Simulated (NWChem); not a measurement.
HgCl2; SMILES [Cl][Hg][Cl]

Computed with NWChem. Geometry: optimised at PBE0/def2-SVP. def2 effective core potentials on Hg; no spin-orbit coupling. Total energies compare along this basis series because the functional is fixed.

| level | basis functions | energy (Ha) | highest occupied level (eV) | orbital gap (eV) | relative time |
|---|---|---|---|---|---|
| PBE/def2-SVP | 68 | -1073.3101 | -7.29 | 4.02 | 1 |
| PBE/def2-SVPD | 89 | -1073.3302 | -7.67 | 4.07 | 1 |
| PBE/def2-TZVP | 117 | -1073.6468 | -7.55 | 4.13 | 3 |
| PBE/def2-TZVPD | 138 | -1073.6484 | -7.60 | 4.12 | 5 |
| PBE/def2-TZVPP | 143 | -1073.6482 | -7.54 | 4.14 | 4 |
| PBE/def2-QZVP | 212 | -1073.6787 | -7.58 | 4.14 | 10 |

Relative times are rough (shared machine, one core).
